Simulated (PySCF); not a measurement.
Q: Write Cartesian coordinates for 2-bromophenol, `Oc1ccccc1Br` as optimised with PBE/def2-SV(P).

A: 
```xyz
13
C6H5BrO angstrom
O      2.397   -0.676   -0.632
C      1.148   -0.288   -0.292
C      0.051   -1.056   -0.738
C     -1.259   -0.687   -0.409
C     -1.507    0.456    0.372
C     -0.430    1.232    0.827
C      0.878    0.858    0.495
Br     2.376    1.890    1.096
H      3.032   -0.029   -0.232
H      0.264   -1.948   -1.348
H     -2.099   -1.302   -0.769
H     -2.538    0.747    0.630
H     -0.599    2.131    1.441
```

Any rigid rotation of these coordinates is as good. Atoms count from 1 in this order. The 8 heavy atoms lie in one plane (0.001 Å rms). The 6-membered ring C2–C3–C4–C5–C6–C7 has internal angles of 117.9° to 121.8°; it is planar, 0.00 Å rms from its mean plane, widest ring torsion 0°. O1 (phenol-type oxygen) is bent (angle 107.6°). Of the pairs four or more bonds apart, Br8···H9 is among the closest relative to their van der Waals radii: 2.42 Å, 79 % of the sum of Bondi's values.

Bonds between heavy atoms (Å): O1–C2 1.352, C2–C3 1.411, C3–C4 1.400, C4–C5 1.406, C5–C6 1.404, C6–C7 1.401, C7–Br8 1.915, C2–C7 1.416.

Computed with PBE/def2-SV(P) geometry optimisation, gas phase (PySCF).

Point group: Cs (tolerance 0.08 Å). No frequency check. One conformer, not necessarily the lowest (H–O1–C2–C3 180°).
